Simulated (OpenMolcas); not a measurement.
## S I: thermal populations, the spin-orbit constant, worked from levels

```
Program             : OpenMolcas
Basis               : ANO-R3 [6s5p4d3f1g]
Scalar Hamiltonian  : X2C, finite nucleus
Active space        : 4 electrons in 9 orbitals (RAS2 3p; RAS3 3d 4s, at most 1 electron)
State averaging     : 2S+1 = 3 even, 3 roots; 2S+1 = 1 even, 6 roots; 2S+1 = 5 odd, 1 root; 2S+1 = 3 odd, 9 roots; 2S+1 = 1 odd, 8 roots
Spin-orbit coupling : RASSI with atomic mean-field integrals over the reference wave functions, term energies averaged over their components
```

Methods: RASSCF; SS-RASPT2, IPEA 0.25 Eh, imaginary shift 0.1 Eh (closed shells correlated: 2s 2p 3s). Measured levels: NIST Handbook of Basic Atomic Spectroscopic Data.

**Thermal populations.** Z = Σ (2J + 1) exp(-E/kT) with k = 0.695035 cm-1/K, over the levels below. No other level of either list lies under 62300 cm-1, which is above 7 kT at each temperature.

```tsv
Level	2J + 1	SS-RASPT2	measured
3s2 3p4 3P2	5	0.0	0.0
3s2 3p4 3P1	3	371	396
3s2 3p4 3P0	1	543	574
3s2 3p4 1D2	5	9240	9239
3s2 3p4 1S0	1	27420	22180
3s2 3p3 4s 5S* 2	5	48820	52624
3s2 3p3 4s 3S* 1	3	50010	55331
```

| T (K) | Z, SS-RASPT2 | Z, measured levels | Ground level (%), SS-RASPT2 | Ground level (%), measured levels |
| --- | --- | --- | --- | --- |
| 5000 | 8.902 | 8.877 | 56.2 | 56.3 |
| 8000 | 9.671 | 9.664 | 51.7 | 51.7 |
| 12000 | 10.517 | 10.529 | 47.5 | 47.5 |

At 12000 K, kT = 8340 cm-1, and the computed levels give Z = 5.000 + 2.869 + 0.937 + 1.651 + 0.037 + 0.014 + 0.007 = 10.517.

**The spin-orbit constant.** For the Hund term 3P of p4, E(J) = (A/2) J(J+1) + constant and ζ = -2S·A = -2A. From J = 0 to J = 2 the energy changes by 3 A.

```
   Source  E(2) - E(0)       A    ζ
   RASSCF       -541.6  -180.5  361
SS-RASPT2       -542.6  -180.9  362
 measured       -573.6  -191.2  382
```

All in cm-1. SS-RASPT2 is off by -5.4 % and RASSCF by -5.6 %. Both methods take the spin-orbit matrix elements from the reference wave functions, so the second can move ζ only through the term energies and any multistate remixing. Second-order mixing with other terms is absorbed into this ζ.

CASPT2 does not keep the components of a term degenerate, so their means are used; among the terms shown or strongly mixed into the levels shown the widest spread is 110 cm-1 (3s2 3p4 1D, SS-RASPT2). ANO sets are built for valence states and can reach diffuse excited orbitals poorly, and with the s shell closed the s pⁿ⁺¹ terms that mix with these levels are absent. With the s shell closed, the reference lacks s² → p² mixing. Without dynamic correlation excited terms often stand tens of per cent too high (terms of higher spin than the ground term too low), and those without a measured partner can miss by more than the paired ones (holds for RASSCF). Some terms miss by over 15 % even with CASPT2, which points to a basis or an active space too small for the shells correlated (holds for SS-RASPT2). Measured partners are found by configuration, term and J. A level has none where our copy of the source lacks it or the pairing is in doubt (some pairs that miss far off the trend of their configuration count as doubtful), and it then counts in no deviation. Only configurations of the active space appear.

* marks odd parity.
